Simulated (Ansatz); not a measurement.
Cl3H3HfOSi, SMILES [SiH3][O][Hf]([Cl])([Cl])[Cl], multiplicity 1.

Geometry: B3LYP-D3(BJ)/def2-SVP. The spin state was assumed, not searched. The isomer is the one that the SMILES or the coordinates give; other isomers of the formula were not compared. The def2 effective core potentials stand for the cores of Hf; spin–orbit coupling is left out. One conformer was computed; it need not be the lowest.

Two levels are set side by side: PBE/def2-SVPD (Ansatz, a first-principles code) and PBE0/def2-SVPD (Ansatz). Energy differences of separate SCF runs at the same geometry; the states with an electron removed or added have multiplicity 2 and 2. Differences are taken from unrounded values.

| quantity | PBE0 | PBE | PBE minus PBE0 |
|---|---|---|---|
| vertical ionisation energy (eV) | 11.08 | 10.36 | -0.72 |
| vertical singlet–triplet gap (eV) | 6.03 | 5.57 | -0.47 |
